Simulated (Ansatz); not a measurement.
`FCCC(F)(F)CF` and `FCC(F)(F)C(F)(F)F` differ in one atom or group.

Ansatz, PBE0-D4/def2-TZVP geometries, multiplicity 1. Each molecule was computed in one conformer, which needn't be the lowest.

| property | `FCCC(F)(F)CF` |
| --- | --- |
| ideal-gas entropy at 298 K and 1 bar (rigid rotor, harmonic PBE0-D4/def2-TZVP) / J/(mol·K) | 380 |
| zero-point energy (PBE0-D4/def2-TZVP) / kJ/mol | 270.0 |
| HOMO–LUMO gap (B3LYP/def2-TZVPP) / eV | 9.97 |
| HOMO–LUMO gap (PBE0/def2-TZVPP) / eV | 10.52 |
| HOMO–LUMO gap (ωB97M-V/def2-TZVPP) / eV | 14.46 |
| LUMO energy (ωB97M-V/def2-TZVPP) / eV | 2.45 |

Task: Give the same properties after the change, and the shifts. (Estimate.)

Result: Ansatz gave: 
```tsv
property	`FCC(F)(F)C(F)(F)F`	shift
ideal-gas entropy at 298 K and 1 bar (rigid rotor, harmonic PBE0-D4/def2-TZVP) / J/(mol·K)	380	0
zero-point energy (PBE0-D4/def2-TZVP) / kJ/mol	152.7	-117.3
HOMO–LUMO gap (B3LYP/def2-TZVPP) / eV	10.51	0.54
HOMO–LUMO gap (PBE0/def2-TZVPP) / eV	11.05	0.53
HOMO–LUMO gap (ωB97M-V/def2-TZVPP) / eV	15.27	0.81
LUMO energy (ωB97M-V/def2-TZVPP) / eV	2.67	0.22
```

With PBE0 the HOMO falls by 0.59 eV and the LUMO falls by 0.05 eV, so the gap widens by about 0.54 eV. PBE moves the HOMO by -0.49 eV and ωB97M-V by -0.60 eV. The zero-point energy changes by -117.3 kJ/mol with -9 modes.

B3LYP here is the variant with VWN-RPA as its local correlation; programs differ in this.
